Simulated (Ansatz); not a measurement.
```yaml
crystal:
  periodic: [false, false, false]
  atoms:
    - {symbol: F, position_ang: [0.024272, 1.261609, -2.044118]}
    - {symbol: Ge, position_ang: [-1.010984, 0.186870, -1.181458]}
    - {symbol: Cl, position_ang: [-0.669127, -1.742573, -2.003898]}
    - {symbol: O, position_ang: [-0.513087, 0.217745, 0.480999]}
    - {symbol: Si, position_ang: [0.876109, -0.085387, 1.320500]}
    - {symbol: H, position_ang: [-2.455265, 0.639014, -1.323016]}
    - {symbol: H, position_ang: [1.562487, 1.196067, 1.615963]}
    - {symbol: H, position_ang: [1.777159, -0.963283, 0.531053]}
    - {symbol: H, position_ang: [0.496835, -0.756263, 2.586874]}
basis:
  gaussian: {orbitals: pcseg-2, point_charges: [{charge: 2.00, position_ang: [4.876, -0.444, 0.215]}]}
hamiltonian: {xc: {name: wB97X-V}}
accuracy: high
```

```sh
$ ansatz run in.yaml --threads 4 --pin off --events-out ev --progress --plain --max-ram 10444MiB
```

Shortened log:

```
Functional definition: wB97X-V
3914 factors; integrals over basis functions are off by at most 5.2e-8 eV
532 factors; integrals over basis functions are off by at most 4.0e-9 eV
mean field evaluation 1: about -81740.9617 eV, gradient 5.9e1 eV
mean field evaluation 2: about -81738.9812 eV, gradient 7.1e1 eV
mean field evaluation 4: about -81746.4096 eV, gradient 2.5e0 eV
mean field evaluation 8: about -81746.5431 eV, gradient 2.8e-1 eV
mean field evaluation 16: about -81746.5433 eV, gradient 9.6e-5 eV
mean field -81746.54332024 eV, -3004.1300572215 hartree, gradient 7.1e-8 eV, S^2 0.000000; 0 other end points of the search recorded, 0 dependent functions left out
reference -81746.54332000 eV, -3004.1300572128 hartree; 42, 42 occupied and 185, 185 virtual orbitals, 3914 factors
Total energy: -81746.54332000 eV, -3004.1300572128 hartree
```

Run time 52 s (4 threads of an Arm Neoverse V1 on a shared host); peak host memory 1.9 GiB.
